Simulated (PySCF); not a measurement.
## Neon: a sound run and one with changed settings

Sound run: Ne⁺ [He] 2s2 2p5, Ne²⁺ [He] 2s2 2p4. All numbers are calculated (PySCF 2.14, no relativity, point nucleus, in cc-pVDZ). In the sound run the correlated levels freeze 1s2. The sound run starts from symmetry-adapted Hartree-Fock orbitals and uses a fine grid where one is needed.

Changed run: all electrons correlated in a basis built for the valence shell.

```json
{"species": "Ne⁺", "method": "MP2", "sound run (hartree)": "-127.89985", "changed run (hartree)": "-127.90174", "converged": "yes"}
{"species": "Ne⁺", "method": "CCSD(T)", "sound run (hartree)": "-127.91114", "changed run (hartree)": "-127.91289", "converged": "yes"}
{"species": "Ne²⁺", "method": "MP2", "sound run (hartree)": "-126.41129", "changed run (hartree)": "-126.41304", "converged": "yes"}
{"species": "Ne²⁺", "method": "CCSD(T)", "sound run (hartree)": "-126.42431", "changed run (hartree)": "-126.42595", "converged": "yes"}
```

Ionisation energy of Ne⁺:

| method | sound run (eV) | changed run (eV) |
| --- | --- | --- |
| UHF | 39.416 | 39.416 |
| MP2 | 40.506 | 40.510 |
| SCS-MP2 | 40.457 | 40.458 |
| CCSD | 40.448 | 40.451 |
| CCSD(T) | 40.459 | 40.462 |

A valence basis has no tight correlating functions, so it recovers only part of the core correlation, and not evenly between atom and ion.

For comparison, NIST gives 40.963 eV between the lowest levels.
